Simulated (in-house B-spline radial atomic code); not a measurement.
**Ionising F³⁺ with different functionals**

Computed with a radial B-spline atomic code at the basis-set limit: scalar-relativistic (spin-free X2C) Hamiltonian, Fermi nucleus of rms radius 2.8976 fm, spin-polarised at highest spin, spherical fractional occupations for the functionals, and exact exchange of hybrids averaged over the configuration. The ionisation energy is the difference of two self-consistent energies, [He] 2s2 2p2 → [He] 2s2 2p1, without Breit or QED terms; ε is the level of the shell that loses the electron (its least bound occupied spin orbital).

| method | rung | ΔSCF (eV) | -ε(2p) (eV) |
| --- | --- | --- | --- |
| PBE0 | global hybrid | 87.80 | 78.51 |
| B3LYP | global hybrid | 88.03 | 77.97 |
| TPSSh | global hybrid | 87.96 | 76.69 |
| BHandHLYP | global hybrid | 87.82 | 81.90 |
| r2SCAN0 | global hybrid | 88.18 | 79.13 |
| B97-1 | global hybrid | 87.74 | 77.90 |
| HSE06 | range-separated hybrid | 87.83 | 78.09 |
| wB97X | range-separated hybrid | 87.64 | 80.76 |
| CAM-B3LYP | range-separated hybrid | 87.98 | 80.00 |
| LC-wPBE | range-separated hybrid | 88.00 | 80.90 |

Question: Among the functionals, which spreads more, the ΔSCF values or the orbital energies?

Answer: The orbital energies: ΔSCF values span about 0.54 eV and the orbital energies 5.21 eV; here energy differences depend much less on the functional than eigenvalues do.

Question: How do they compare with the NIST value?

Answer: NIST lists 87.17 eV ± 0.017 (semi-empirical, ground level to ground level). Errors run from +0.46 to +1.00 eV; wB97X is closest (+0.46 eV), but part of that can be cancellation, since the calculations leave out spin-orbit coupling, Breit-QED terms, multiplet and fine-structure energies.
